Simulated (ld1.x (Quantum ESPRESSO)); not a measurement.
Transferability test, ultrasoft potential for nitrogen

```json
{
  "Element": "N",
  "Generator": "ld1.x (Quantum ESPRESSO) 7.5",
  "Type": "ultrasoft",
  "Functional": "PBEsol",
  "Relativity": "scalar-relativistic",
  "Frozen core": "none",
  "Valence charge": "7",
  "Reference configuration": "1s2 2s1 2p4",
  "Partial waves": "1s (bound): rcut 0.35, rcutus 0.45 bohr; 2s (bound): rcut 0.35, rcutus 0.45 bohr; 2p (bound): rcut 1.45, rcutus 1.80 bohr; 2p channel at 1.2 Ry: rcut 1.45, rcutus 1.80 bohr",
  "Local potential": "all-electron potential smoothed inside 0.35 bohr (lloc = -1)",
  "Core correction": "none",
  "Augmentation charge": "PSQ, radius 0.35 bohr"
}
```

Energies are relative to the spin-unpolarised reference configuration 1s2 2s1 2p4; without spin polarisation the order of configurations can differ from experiment. Not all tests gave a result: 1 of 7 tests not solved or not reliable. Left out of the table: 1s2 2s2 2p2 (solver errors, printed error -225 eV).

| valence configuration | charge | ΔE all-electron (eV) | error AE − PS (meV) |
| --- | --- | --- | --- |
| 1s2 2s2 2p3 | 0 | -11.434 | +2.7 |
| 1s2 2s2 2p2.5 | +0.5 | -6.372 | +47 |
| 1s2 2s1 2p0 | +4 | 155.226 | -1.0 |
| 1s2 2s2 2p3.3 | -0.3 | -13.038 | +16 |

**Question.** What are ΔE and the potential's error for 1s2 2s2 2p1?

**Answer.** ΔE = 30.824 eV all-electron; the error (AE − PS) is -507 meV.

**Question.** What are ΔE and the potential's error for 1s1 2s2 2p3?

**Answer.** ΔE = 407.039 eV all-electron; the error (AE − PS) is -1556 meV.
